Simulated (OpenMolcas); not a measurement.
**Mo4+: Racah parameters, the spin-orbit constant, worked from levels**

```
Program             : OpenMolcas
Basis               : ANO-R2 [7s5p4d2f1g]
Scalar Hamiltonian  : X2C, finite nucleus
Active space        : 8 electrons in 8 orbitals (RAS1 4p, at most 2 holes; RAS2 4d)
State averaging     : 2S+1 = 3 even, 10 roots; 2S+1 = 1 even, 15 roots
Spin-orbit coupling : state interaction with AMFI integrals over the reference wave functions, term energies averaged over their components
```

Methods: RASSCF; SS-RASPT2, IPEA 0.25 Eh, imaginary shift 0.1 Eh (closed shells correlated: 4s). Measured levels: Sugar and Musgrove, J. Phys. Chem. Ref. Data 17, 155 (1988).

**Racah parameters.** Above 3F, d2 has 3P at 15B, 1G at 12B + 2C and 1D at 5B + 2C. The first two fix B and C, and the third tests them; where it misses by thousands of cm-1, two parameters do not describe the configuration (Trees and configuration-interaction terms are left out) and B and C hang on the terms chosen. Term energies are centres of gravity, weighted by 2J + 1.

| Source | 3P | 1G | B | C | C/B | 1D from B, C |
| --- | --- | --- | --- | --- | --- | --- |
| RASSCF | 12627 | 17825 | 842 | 3862 | 4.59 | 11934 |
| SS-RASPT2 | 10904 | 14511 | 727 | 2894 | 3.98 | 9423 |
| measured | 10660 | 14389 | 711 | 2930 | 4.12 | 9415 |

Energies in cm-1. From RASSCF to SS-RASPT2, B changes by -13.7 % and C by -25.1 %. Against the measured terms, SS-RASPT2 has B off by +2.3 % and C by -1.2 %.

**The spin-orbit constant.** For the Hund term 3F of d2, E(J) = (A/2) J(J+1) + constant and ζ = 2S·A = 2A. From J = 2 to J = 4 the energy changes by 7 A.

| Source | E(4) - E(2) | A | ζ |
| --- | --- | --- | --- |
| RASSCF | 3520.6 | 502.9 | 1006 |
| SS-RASPT2 | 3539.4 | 505.6 | 1011 |
| measured | 3357.3 | 479.6 | 959 |

All in cm-1. SS-RASPT2 is off by +5.4 % and RASSCF by +4.9 %. Both methods take the spin-orbit matrix elements from the reference wave functions, so the second can move ζ only through the term energies and any multistate remixing. Second-order mixing with other terms is absorbed into this ζ.

CASPT2 breaks the degeneracy within a term, and the mean is taken; among the terms shown or strongly mixed into the levels shown the widest spread is 370 cm-1 (4d2 1G, SS-RASPT2). Active for correlation alone: 4p; no level in the range computed is led by a configuration that opens it, so any true level of that kind is missing. Without dynamic correlation excited terms often stand tens of per cent too high (terms of higher spin than the ground term too low), and those without a measured partner can miss by more than the paired ones (holds for RASSCF). Measured partners are found by configuration, term and J. A level has none where our copy of the source lacks it or the pairing is in doubt (some pairs that miss far off the trend of their configuration count as doubtful), and it then counts in no deviation. Only configurations of the active space appear.
